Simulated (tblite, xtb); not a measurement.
CaF2 (SMILES [F][Ca][F]), singlet, geometry from GFN2-xTB (such geometries of metal compounds can be far from the true shape). Base run: xtb with GFN1-xTB.

Geometry (Å):
```xyz
3

Ca     0.4846    -0.0797    -0.1818
F     -0.7253     1.2356    -0.7992
F     -0.3516    -1.0585     1.2031
```
Charge 0, spin multiplicity 1.
All else is at xtb's defaults.
Base energy -10.99321 Eh.

Programs used: tblite, xtb; a row that names a program was run with it.

The base run was repeated with changes; each row names its change, and settings that it needs were set with it.

```tsv
change	ΔE vs base (kcal/mol)	HOMO-LUMO gap (eV)	dipole (D)	G_solv (kcal/mol)	SCF cycles
base	0.000	3.34	8.07	-	23
gbsa = methanol	-26.05	3.53	8.27	-26.56	12
acc = 0.1	0.000	3.34	8.07	-	23
program = tblite; method = gfn1	0.003	-	-	-	-
etemp = 10000	-18.42	4.18	6.61	-	22
program = tblite; method = gfn1; option = (--etemp, 2000)	0.002	-	-	-	-
acc = 0.0001	0.000	3.34	8.07	-	26
acc = 1000	0.036	3.29	8.01	-	13
etemp = 3000	-0.064	3.35	8.05	-	22
alpb = water	-18.17	3.52	8.26	-18.61	12
alpb = ch2cl2	-20.81	3.56	8.30	-21.48	11
```

ALPB and GBSA are two models with their own fitted parameters for each solvent, which aren't always the measured dielectric constant.
